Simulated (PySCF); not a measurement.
chlorosilylformaldehyde (CH₃ClOSi), SMILES Cl[SiH2]C=O. Atoms are numbered in the order given.

```xyz
7

O     -0.1774     2.5862     0.0000
C     -0.5927     1.4511     0.0000
Si     0.6800    -0.0030     0.0000
Cl    -0.3459    -1.8113     0.0000
H     -1.6984     1.2362     0.0000
H      1.5175     0.1006    -1.2221
H      1.5175     0.1006     1.2221
```

The structure is a stationary point at B3LYP-D3(BJ)/def2-SVP. Other conformers were not sampled.

These are PBE/pcJ-1 (PySCF) values and carry that method's errors.

Isotropic couplings with Fermi-contact, spin-dipole and both spin-orbit terms, one fixed conformer, no vibrational averaging. Isotopes: 13C, 1H, 29Si.

| pair | bonds apart | J (Hz) |
|---|---|---|
| C2–Si3 | 1 | -55.9 |
| C2–H5 | 1 | ? |
| Si3–H6 | 1 | -229.2 |
| Si3–H7 | 1 | -229.2 |
| C2–H6 | 2 | ? |
| C2–H7 | 2 | ? |
| Si3–H5 | 2 | -68.9 |
| H6–H7 | 2 | ? |
| H5–H6 | 3 | 2.8 |
| H5–H7 | 3 | 2.8 |

**Question.** Fill in the missing entries. (The exact figures need the calculation; the answer reports its results.)

**Answer.** 
- C2–H5, J (Hz): 159.4
- C2–H6, J (Hz): 7.6
- C2–H7, J (Hz): 7.6
- H6–H7, J (Hz): 7.7
